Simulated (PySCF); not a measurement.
C$_{3}$H$_{11}$GaN$_{2}$, singlet, at a GFN2-xTB geometry (such geometries of metal compounds can be far from the true shape); CASSCF(6,7)/STO-3G (PySCF).

PySCF was given this input:
```python
from pyscf import gto, scf, mcscf
import numpy

mol = gto.Mole()
mol.atom = '''
    Ga    0.150326    0.207868    0.222533
    C     0.617761    1.959350    1.117251
    H     1.339417    1.799012    1.919707
    H    -0.276093    2.423496    1.538271
    H     1.048550    2.653720    0.393414
    N    -1.030446    0.097675   -1.178266
    C    -1.759526    1.191732   -1.807133
    H    -1.264852   -0.788774   -1.609610
    H    -2.844377    1.063301   -1.715028
    H    -1.515623    1.281677   -2.872175
    H    -1.484789    2.127279   -1.315246
    N     0.910457   -1.368818    0.772514
    C     0.736668   -2.732410    0.288397
    H     1.555214   -1.345583    1.555220
    H     0.325077   -3.388435    1.064401
    H     1.685142   -3.161272   -0.055442
    H     0.042743   -2.722351   -0.552870
'''
mol.basis = 'sto-3g'
mol.charge = 0
mol.spin = 0
mol.verbose = 4
mol.build()

mf = scf.RHF(mol)
mf.kernel()
mc = mcscf.CASSCF(mf, 7, 6)
mc.fix_spin_(ss=0.0)
mc.kernel()
occ = numpy.linalg.eigvalsh(mc.fcisolver.make_rdm1(mc.ci, mc.ncas, mc.nelecas))[::-1]
ss = mc.fcisolver.spin_square(mc.ci, mc.ncas, mc.nelecas)[0]
print('natural occupations', occ.round(4), ' <S^2>', round(ss, 4))
```

Q: Predict the main parts of the log of this PySCF run.

A: 
```
PySCF version 2.14.0

[INPUT] verbose = 4
[INPUT] num. atoms = 17
[INPUT] num. electrons = 74
[INPUT] charge = 0
[INPUT] spin (= nelec alpha-beta = 2S) = 0
[INPUT] symmetry False subgroup None
[INPUT] Mole.unit = angstrom
[INPUT] Symbol           X                Y                Z      unit          X                Y                Z       unit  Magmom
[...]
nuclear repulsion = 459.795175427312
number of shells = 34
number of NR pGTOs = 162
number of NR cGTOs = 54
basis = sto-3g
ecp = {}

******** <class 'pyscf.scf.hf.RHF'> ********
method = RHF
initial guess = minao
damping factor = 0
level_shift factor = 0
DIIS = <class 'pyscf.scf.diis.CDIIS'>
diis_start_cycle = 1
diis_space = 8
diis_damp = 0
SCF conv_tol = 1e-09
SCF conv_tol_grad = None
SCF max_cycles = 50
direct_scf = True
direct_scf_tol = 1e-13
Set gradient conv threshold to 3.16228e-05
Initial guess from minao.
init E= -2125.14055940954
[...]
cycle= 1 E= -2126.83262229726  delta_E= -1.69  |g|= 0.655  |ddm|= 4.78
[...]
cycle= 2 E= -2127.03057691292  delta_E= -0.198  |g|= 0.144  |ddm|= 1.41
[...]
cycle= 3 E= -2127.0377198322  delta_E= -0.00714  |g|= 0.04  |ddm|= 0.233
[...]
cycle= 4 E= -2127.03844677933  delta_E= -0.000727  |g|= 0.0101  |ddm|= 0.0777
[...]
cycle= 5 E= -2127.03852369579  delta_E= -7.69e-05  |g|= 0.0031  |ddm|= 0.0283
[...]
cycle= 6 E= -2127.03853447575  delta_E= -1.08e-05  |g|= 0.00127  |ddm|= 0.0119
[...]
cycle= 7 E= -2127.03853699401  delta_E= -2.52e-06  |g|= 0.000499  |ddm|= 0.00702
[...]
cycle= 8 E= -2127.03853744378  delta_E= -4.5e-07  |g|= 0.000171  |ddm|= 0.00349
[...]
cycle= 9 E= -2127.03853748855  delta_E= -4.48e-08  |g|= 5.71e-05  |ddm|= 0.00103
[...]
cycle= 10 E= -2127.03853749375  delta_E= -5.19e-09  |g|= 1.83e-05  |ddm|= 0.000367
[...]
cycle= 11 E= -2127.03853749431  delta_E= -5.67e-10  |g|= 9.76e-06  |ddm|= 8.53e-05
[...]
Extra cycle  E= -2127.03853749444  delta_E= -1.26e-10  |g|= 6.96e-06  |ddm|= 3.02e-05
converged SCF energy = -2127.03853749444

******** <class 'pyscf.mcscf.mc1step.CASSCF'> ********
CAS (3e+3e, 7o), ncore = 34, nvir = 13
max_cycle_macro = 50
max_cycle_micro = 4
conv_tol = 1e-07
conv_tol_grad = None
orbital rotation max_stepsize = 0.02
orbital rotation threshold for CI restart = 0.01
augmented hessian ah_max_cycle = 30
augmented hessian ah_conv_tol = 1e-12
augmented hessian ah_linear dependence = 1e-14
augmented hessian ah_level shift = 1e-08
augmented hessian ah_start_tol = 2.5
augmented hessian ah_start_cycle = 3
augmented hessian ah_grad_trust_region = 3
kf_trust_region = 3
kf_interval = 4
ci_response_space = 4
ci_grad_trust_region = 3
with_dep4 0
natorb = False
canonicalization = True
sorting_mo_energy = False
ao2mo_level = 2
internal_rotation = False
******** <class 'pyscf.fci.addons.SpinPenaltyFCISolver'> ********
max. cycles = 50
conv_tol = 1e-08
davidson only = True
linear dependence = 1e-12
level shift = 0.001
max iter space = 12
nroots = 1
pspace_size = 400
spin = None
CASCI E = -2127.04722509939  S^2 = 0.0000000
Set conv_tol_grad to 0.000316228
macro iter   1 ( 21 JK    4 micro), CASSCF E = -2127.05342333439  dE = -6.19823499e-03  S^2 = 0.0000000
               |grad[o]|=0.0308  |grad[c]|=0.118  |ddm|=0.0622  |maxRot[o]|=0.299
macro iter   2 ( 21 JK    4 micro), CASSCF E = -2127.05842294136  dE = -4.99960697e-03  S^2 = 0.0000000
               |grad[o]|=0.0431  |grad[c]|=0.0848  |ddm|=0.0169  |maxRot[o]|=0.154
macro iter   3 ( 21 JK    4 micro), CASSCF E = -2127.06174483935  dE = -3.32189799e-03  S^2 = 0.0000000
               |grad[o]|=0.0391  |grad[c]|=0.0252  |ddm|=0.043  |maxRot[o]|=0.124
macro iter   4 ( 21 JK    4 micro), CASSCF E = -2127.06350476305  dE = -1.75992370e-03  S^2 = 0.0000000
               |grad[o]|=0.0281  |grad[c]|=0.0304  |ddm|=0.0352  |maxRot[o]|=0.071
macro iter   5 ( 21 JK    4 micro), CASSCF E = -2127.06459811243  dE = -1.09334939e-03  S^2 = 0.0000000
               |grad[o]|=0.0199  |grad[c]|=0.0234  |ddm|=0.0287  |maxRot[o]|=0.0493
[...]
               |grad[o]|=0.00264  |grad[c]|=0.0143  |ddm|=0.00999  |maxRot[o]|=0.101
macro iter  33 ( 21 JK    4 micro), CASSCF E = -2127.07868007168  dE = -1.92059339e-04  S^2 = 0.0000000
               |grad[o]|=0.00361  |grad[c]|=0.00321  |ddm|=0.0011  |maxRot[o]|=0.0238
macro iter  34 (  7 JK    2 micro), CASSCF E = -2127.07886743065  dE = -1.87358965e-04  S^2 = 0.0000000
               |grad[o]|=0.00229  |grad[c]|=0.00189  |ddm|=0.00241  |maxRot[o]|=0.0368
macro iter  35 (  6 JK    2 micro), CASSCF E = -2127.07899869437  dE = -1.31263726e-04  S^2 = 0.0000000
               |grad[o]|=0.002  |grad[c]|=0.00219  |ddm|=0.00317  |maxRot[o]|=0.0363
macro iter  36 (  5 JK    2 micro), CASSCF E = -2127.07906150481  dE = -6.28104335e-05  S^2 = 0.0000000
               |grad[o]|=0.00204  |grad[c]|=0.00175  |ddm|=0.00384  |maxRot[o]|=0.0253
macro iter  37 ( 13 JK    4 micro), CASSCF E = -2127.07867575905  dE =  3.85745759e-04  S^2 = 0.0000000
               |grad[o]|=0.00194  |grad[c]|=0.0141  |ddm|=0.0107  |maxRot[o]|=0.103
macro iter  38 ( 20 JK    4 micro), CASSCF E = -2127.07870470430  dE = -2.89452555e-05  S^2 = 0.0000000
               |grad[o]|=0.00346  |grad[c]|=0.00305  |ddm|=0.00165  |maxRot[o]|=0.00567
macro iter  39 (  7 JK    2 micro), CASSCF E = -2127.07888648116  dE = -1.81776856e-04  S^2 = 0.0000000
               |grad[o]|=0.00241  |grad[c]|=0.00178  |ddm|=0.00216  |maxRot[o]|=0.0368
macro iter  40 (  6 JK    2 micro), CASSCF E = -2127.07901162323  dE = -1.25142071e-04  S^2 = 0.0000000
               |grad[o]|=0.00172  |grad[c]|=0.002  |ddm|=0.00272  |maxRot[o]|=0.0363
macro iter  41 (  5 JK    2 micro), CASSCF E = -2127.07906969168  dE = -5.80684468e-05  S^2 = 0.0000000
               |grad[o]|=0.00171  |grad[c]|=0.00164  |ddm|=0.00331  |maxRot[o]|=0.0254
macro iter  42 ( 13 JK    4 micro), CASSCF E = -2127.07868555072  dE =  3.84140954e-04  S^2 = 0.0000000
               |grad[o]|=0.00167  |grad[c]|=0.0143  |ddm|=0.0113  |maxRot[o]|=0.103
macro iter  43 ( 20 JK    4 micro), CASSCF E = -2127.07871671438  dE = -3.11636618e-05  S^2 = 0.0000000
               |grad[o]|=0.00354  |grad[c]|=0.00302  |ddm|=0.00193  |maxRot[o]|=0.00675
macro iter  44 (  7 JK    2 micro), CASSCF E = -2127.07889588021  dE = -1.79165829e-04  S^2 = 0.0000000
               |grad[o]|=0.0024  |grad[c]|=0.00175  |ddm|=0.00213  |maxRot[o]|=0.0368
macro iter  45 (  6 JK    2 micro), CASSCF E = -2127.07901807305  dE = -1.22192841e-04  S^2 = 0.0000000
               |grad[o]|=0.00169  |grad[c]|=0.00197  |ddm|=0.00268  |maxRot[o]|=0.0363
macro iter  46 (  5 JK    2 micro), CASSCF E = -2127.07907305589  dE = -5.49828360e-05  S^2 = 0.0000000
               |grad[o]|=0.00166  |grad[c]|=0.00155  |ddm|=0.00323  |maxRot[o]|=0.0249
macro iter  47 ( 13 JK    4 micro), CASSCF E = -2127.07868990189  dE =  3.83154002e-04  S^2 = 0.0000000
               |grad[o]|=0.00162  |grad[c]|=0.0144  |ddm|=0.0115  |maxRot[o]|=0.104
macro iter  48 ( 20 JK    4 micro), CASSCF E = -2127.07872131208  dE = -3.14101876e-05  S^2 = 0.0000000
               |grad[o]|=0.00358  |grad[c]|=0.00301  |ddm|=0.00203  |maxRot[o]|=0.00691
macro iter  49 (  7 JK    2 micro), CASSCF E = -2127.07889935341  dE = -1.78041336e-04  S^2 = 0.0000000
               |grad[o]|=0.0024  |grad[c]|=0.00174  |ddm|=0.00212  |maxRot[o]|=0.0368
macro iter  50 (  6 JK    2 micro), CASSCF E = -2127.07902041693  dE = -1.21063523e-04  S^2 = 0.0000000
               |grad[o]|=0.00167  |grad[c]|=0.00196  |ddm|=0.00266  |maxRot[o]|=0.0363
1-step CASSCF not converged,  50 macro (658 JK 152 micro) steps
CASSCF canonicalization
Density matrix diagonal elements [1.96130912 1.97727184 1.96899343 0.02787065 0.04234691 0.01572427
 0.00648378]
CASSCF energy = -2127.07902041693
CASCI E = -2127.07902041693  E(CI) = -8.86407554104744  S^2 = 0.0000000
natural occupations [1.9793 1.9722 1.9688 0.0378 0.0246 0.015  0.0023]  <S^2> 0.0
```

Convergence was not reached.
